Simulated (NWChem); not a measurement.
Everything below was run with NWChem. System: C$_{2}$H$_{5}$S, charge 0, spin multiplicity 2, at a geometry optimised with UB3LYP/def2-SVP. The structure started from a generated list of species. Its SCF solution wasn't tested for a lower state. Level: UHF/def2-SVP.

The NWChem input:

```
start mol
memory heap 200 mb stack 900 mb global 1100 mb
geometry units angstroms nocenter noautoz noautosym
  C      1.441230     0.045045    -0.310099
  S     -0.014913    -0.293389     0.542962
  C     -1.271706     0.392695    -0.580662
  H      2.366867    -0.311340     0.144585
  H      1.468678     0.797272    -1.101546
  H     -1.110359     1.470422    -0.734236
  H     -1.254323    -0.129061    -1.548834
  H     -2.249396     0.240494    -0.102794
end
basis spherical
  * library def2-svp
end
scf
  uhf
  nopen 1
  maxiter 100
  thresh 1e-7
  semidirect memsize 60000000 filesize 0
  # guess.movecs holds the orbitals of an unrestricted PBE0 run
  vectors input guess.movecs output mol.movecs
end
task scf energy
```

Part of the output:

```
             Northwest Computational Chemistry Package (NWChem) 7.3.0
             --------------------------------------------------------

                                NWChem Input Module
                                -------------------

 Scaling coordinates for geometry "geometry" by  1.889725989
 (inverse scale =  0.529177249)

                             Geometry "geometry" -> ""
                             -------------------------

 Output coordinates in angstroms (scale by  1.889725989 to convert to a.u.)

  No.       Tag          Charge          X              Y              Z
 ---- ---------------- ---------- -------------- -------------- --------------
    1 C                    6.0000     1.44123000     0.04504500    -0.31009900
    2 S                   16.0000    -0.01491300    -0.29338900     0.54296200
    3 C                    6.0000    -1.27170600     0.39269500    -0.58066200
    4 H                    1.0000     2.36686700    -0.31134000     0.14458500
    5 H                    1.0000     1.46867800     0.79727200    -1.10154600
    6 H                    1.0000    -1.11035900     1.47042200    -0.73423600
    7 H                    1.0000    -1.25432300    -0.12906100    -1.54883400
    8 H                    1.0000    -2.24939600     0.24049400    -0.10279400

 Effective nuclear repulsion energy (a.u.)     103.2907222285

            Nuclear Dipole moment (a.u.)
            ----------------------------
        X                 Y               Z
 ---------------- ---------------- ----------------
     0.0000056692     0.0000056692     0.0000018897


 Summary of "ao basis" -> "" (spherical)
 ------------------------------------------------------------------------------
       Tag                 Description            Shells   Functions and Types
 ---------------- ------------------------------  ------  ---------------------
 *                          def2-svp                  on all atoms

 Summary of "ao basis" -> "ao basis" (spherical)
 ------------------------------------------------------------------------------
       Tag                 Description            Shells   Functions and Types
[...]
    39     -0.278302  3 C  px                40      0.248311  3 C  py
     7      0.234864  1 C  px                18      0.207496  2 S  s

 center of mass
 --------------
 x =   0.02393823 y =  -0.06329130 z =   0.10225892

 moments of inertia (a.u.)
 ------------------
          93.609884098014          23.704669917728         -17.585408577469
          23.704669917728         281.184669695526          34.740944493166
         -17.585408577469          34.740944493166         241.504499475246

  Mulliken analysis of the total density
  --------------------------------------

    Atom       Charge   Shell Charges
 -----------   ------   -------------------------------------------------------
    1 C    6     6.17   1.99  0.88  0.31  1.95  1.01  0.03
    2 S   16    16.11   2.00  1.99  1.16  0.72  5.94  1.77  2.41  0.11
    3 C    6     6.13   1.99  0.86  0.27  2.00  0.97  0.04
    4 H    1     0.91   0.73  0.15  0.03
    5 H    1     0.92   0.73  0.16  0.03
    6 H    1     0.92   0.74  0.16  0.02
    7 H    1     0.92   0.74  0.15  0.02
    8 H    1     0.92   0.74  0.15  0.03

  Mulliken analysis of the alpha density
  --------------------------------------

    Atom       Charge   Shell Charges
 -----------   ------   -------------------------------------------------------
    1 C    6     3.65   0.99  0.47  0.21  1.27  0.69  0.01
    2 S   16     8.07   1.00  1.00  0.58  0.36  2.97  0.90  1.20  0.06
    3 C    6     3.06   0.99  0.43  0.14  1.00  0.48  0.02
    4 H    1     0.41   0.34  0.05  0.02
    5 H    1     0.42   0.34  0.06  0.02
    6 H    1     0.46   0.37  0.08  0.01
    7 H    1     0.46   0.37  0.08  0.01
    8 H    1     0.46   0.37  0.08  0.01

   Mulliken analysis of the beta density
   -------------------------------------

    Atom       Charge   Shell Charges
 -----------   ------   -------------------------------------------------------
    1 C    6     2.53   0.99  0.41  0.11  0.68  0.31  0.02
    2 S   16     8.03   1.00  1.00  0.58  0.36  2.97  0.87  1.21  0.05
    3 C    6     3.07   0.99  0.43  0.14  1.00  0.48  0.02
    4 H    1     0.50   0.39  0.09  0.01
    5 H    1     0.50   0.39  0.10  0.01
    6 H    1     0.46   0.37  0.08  0.01
    7 H    1     0.46   0.37  0.07  0.01
    8 H    1     0.46   0.37  0.08  0.01

   Mulliken analysis of the spin density
   -------------------------------------

    Atom       Charge   Shell Charges
 -----------   ------   -------------------------------------------------------
    1 C    6     1.12  -0.00  0.06  0.10  0.59  0.38 -0.00
    2 S   16     0.04   0.00  0.00  0.00  0.00  0.00  0.04 -0.01  0.01
    3 C    6    -0.01  -0.00 -0.00 -0.00 -0.01 -0.00  0.00
    4 H    1    -0.09  -0.05 -0.04  0.01
    5 H    1    -0.08  -0.05 -0.04  0.01
    6 H    1     0.00   0.00  0.00 -0.00
    7 H    1     0.01   0.00  0.01 -0.00
    8 H    1    -0.00  -0.00 -0.00 -0.00

       Multipole analysis of the density wrt the origin
       ------------------------------------------------

     L   x y z        total         alpha         beta         nuclear
     -   - - -        -----         -----         ----         -------
     0   0 0 0     -0.000000    -17.000000    -16.000000     33.000000

     1   1 0 0     -0.164208     -1.226814      1.062601      0.000006
     1   0 1 0      0.345877      0.220688      0.125183      0.000006
     1   0 0 1     -0.452298      0.024546     -0.476845      0.000002

     2   2 0 0    -17.711392    -79.938425    -72.741053    134.968086
     2   1 1 0     -0.286726      7.166980      7.239696    -14.693402
     2   1 0 1      0.467886     -4.758063     -6.676817     11.902765
     2   0 2 0    -20.909426    -20.680215    -19.098266     18.869055
     2   0 1 1     -0.731423      9.635629     10.446700    -20.813752
     2   0 0 2    -20.689977    -31.838714    -29.917668     41.066406

 Task  times  cpu:        1.5s     wall:        1.5s

 Total times  cpu:        1.6s     wall:        1.6s
```
